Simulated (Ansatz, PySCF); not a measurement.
BH4, SMILES [BH4-], charge -1. Atoms are numbered in the order given.

```xyz
5

B      0.0000     0.0000     0.0000
H      0.7170    -0.7170    -0.7170
H     -0.7170    -0.7170     0.7170
H     -0.7170     0.7170    -0.7170
H      0.7170     0.7170     0.7170
```
Charge -1, spin multiplicity 1.

Geometry optimised at ωB97X-D3(BJ)/def2-TZVPD.

Estimates of the vertical detachment energy (IE) of the anion in eV. Rows of orbital energies are one-electron estimates, which approximate functionals can put far too low.

| level | IE |
|---|---|
| −ε(HOMO), −ε(LUMO), M06-2X/def2-TZVPD (PySCF) | 3.12 |
| −ε(HOMO), −ε(LUMO), B3LYP/def2-TZVPD (PySCF) | 1.76 |
| −ε(HOMO), −ε(LUMO), PBE/def2-TZVPD (PySCF) | 0.65 |
| EOM-CCSD/aug-cc-pVDZ (PySCF) | 4.59 |
| ΔSCF, CAM-B3LYP/def2-TZVPD (Ansatz), final states of multiplicity 2 | 4.49 |
| ΔSCF, PBE/def2-TZVPD (Ansatz), final states of multiplicity 2 | 4.15 |

Q: What vertical singlet–triplet gap does ΔSCF give with CAM-B3LYP/def2-TZVPD (Ansatz, a quantum-chemistry and plane-wave program) and with PBE/def2-TZVPD (Ansatz)? (The exact figures need the calculation; the answer reports its results.)

A: 5.48 and 4.95 eV (triplet above singlet where positive).
